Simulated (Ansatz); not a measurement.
Species: pyrimidine, C$_{4}$H$_{4}$N$_{2}$, net charge 0, singlet state. 
Coordinates optimised at B3LYP-D3(BJ)/def2-TZVP (Ansatz, a program for electronic structure):
```
C
H 1 1.0812
C 1 1.3872 2 121.69
N 3 1.3327 1 122.14 2 -180.00
C 4 1.3317 3 116.11 1 0.00
N 5 1.3317 4 126.86 3 0.00
C 6 1.3327 5 116.11 4 0.00
H 5 1.0847 6 116.57 7 180.00
H 7 1.0850 6 116.65 5 180.00
H 3 1.0850 4 116.65 5 -180.00
```

Total electronic energies in hartree. Correlated levels leave the core frozen unless marked. Spin-orbit coupling is left out. Non-relativistic unless marked X2C. CBS(X,Y): correlation extrapolated as X^-3; Hartree-Fock from the larger set (for Q and 5 zeta extrapolated as (X+1)exp(-9√X)). [CCSD(T)-MP2]/basis is that difference in the basis named.

The Hartree-Fock reference is unstable (checked in the largest basis), which strains HF and MP2. 

```tsv
level	program	energy (Eh)
HF/6-31G	Ansatz	-262.56319
RI-HF/cc-pVTZ	Ansatz	-262.77969
RI-HF/cc-pVQZ	Ansatz	-262.79696
SVWN5/def2-TZVPD	Ansatz	-262.13493
PBE/def2-TZVPD	Ansatz	-264.09948
PBE-D4/def2-TZVPD	Ansatz + dftd4	-264.10839
r2SCAN-D4/def2-TZVPD	Ansatz + dftd4	-264.27332
PBE0/def2-TZVP	Ansatz	-264.10962
BHLYP-D3(BJ)/def2-TZVPD	Ansatz + dftd3	-264.27328
BHLYP-D4/def2-TZVPD	Ansatz + dftd4	-264.27134
r2SCANh-D4/def2-TZVPD	Ansatz + dftd4	-264.25831
CAM-B3LYP-D4/def2-TZVPD	Ansatz + dftd4	-264.29451
LC-wPBE-D3(BJ)/def2-TZVPD	Ansatz + dftd3	-264.23469
MP2/aug-cc-pVDZ	Ansatz	-263.58851
MP2/CBS(aug-cc-pVTZ,aug-cc-pVQZ)	Ansatz	-263.9270
MP2/CBS(cc-pVQZ,cc-pV5Z)	Ansatz	-263.9337
SCS-MP2/cc-pwCVTZ	Ansatz	-263.78663
SCS-MP2/cc-pVQZ	Ansatz	-263.85738
CCSD/6-31G*	Ansatz	-263.53428
CCSD/CBS(cc-pVQZ,cc-pV5Z)	Ansatz	-263.9191
X2C-CCSD(T)/cc-pVTZ-DK	Ansatz	-263.97829
RI-MP2/CBS(aug-cc-pVTZ,aug-cc-pVQZ)+[CCSD(T)-MP2]/aug-cc-pVDZ	Ansatz	-263.9941
CCSD(T)/CBS(cc-pVQZ,cc-pV5Z)	Ansatz	-263.9826
```

Totals of different functionals don't rank their quality; only differences between species are comparable.
